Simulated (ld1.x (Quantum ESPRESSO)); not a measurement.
## Logarithmic derivatives: Ca, TM

- Element: calcium (Ca)
- Generator: ld1.x (Quantum ESPRESSO) 7.5
- Type: norm-conserving Troullier–Martins (Kleinman–Bylander form)
- Functional: LDA (PZ)
- Relativity: fully relativistic
- Frozen core: [Ne]
- Valence charge: 10
- Reference configuration: 3s2 3p6 3d0.5 4s1.5 4p0
- Partial waves: 3s (bound): rc 1.70 bohr; 3d (bound): rc 1.90 bohr; 3p (bound): rc 1.75 bohr
- Local potential: the p channel
- Core correction: none

Open shells are filled in proportion to 2j + 1 (rel_dist='average').

Occupied shells without a wave of their own: 4s. They enter only through the test configuration that unscreens the potential.

The phase is arctan(r·u′/u) with u = r·R(r), unwrapped; energies in Ry, scanned from -5 to 5 Ry. A pole is an energy at which the radial function vanishes at the test radius. The pseudo phase is shifted by a multiple of π to meet the all-electron one at the reference energy, and phase errors are pseudo minus all-electron; the curves can meet again beyond the range given. Levels narrower than the energy grid can be missing from the lists of poles.

| channel | radius (bohr) | reference energy (Ry) | poles, all-electron | poles, pseudo | unbroken range about the reference energy with phases within 0.05 rad | phase error 1 Ry above the reference energy (rad) |
| --- | --- | --- | --- | --- | --- | --- |
| s | 2.06 | -3.33 | -2.90 | -2.90 | below 0.3 | -0.003 |
| p1/2 | 2.06 | -1.97 | -1.35 | -1.32 | -2.1 to 2.3 | +0.005 |
| p3/2 | 2.06 | -1.94 | -1.31 | -1.32 | below 2.0 | -0.004 |
| d3/2 | 2.06 | -0.09 | 1.06 | 1.08 | below 3.0 | +0.004 |
| d5/2 | 2.06 | -0.09 | 1.07 | 1.09 | below 3.0 | +0.004 |

A Bessel basis up to 400 Ry misses an occupied level by 1.62 Ry, so cutoffs and ghosts were not judged.

Phases in the s channel:

```tsv
E (Ry)	all-electron	pseudo
-5.00	1.246	1.245
-4.48	1.160	1.158
-3.96	0.868	0.864
-3.44	-1.014	-1.014
-2.92	-1.563	-1.563
-2.40	-1.686	-1.688
-1.88	-1.752	-1.757
-1.36	-1.805	-1.812
-0.84	-1.858	-1.870
-0.32	-1.921	-1.944
0.20	-2.006	-2.051
0.72	-2.136	-2.235
1.24	-2.362	-2.610
1.76	-2.794	-3.331
2.28	-3.455	-3.983
2.80	-3.974	-4.301
3.32	-4.249	-4.461
3.84	-4.399	-4.556
4.36	-4.491	-4.622
4.88	-4.553	-4.671
```
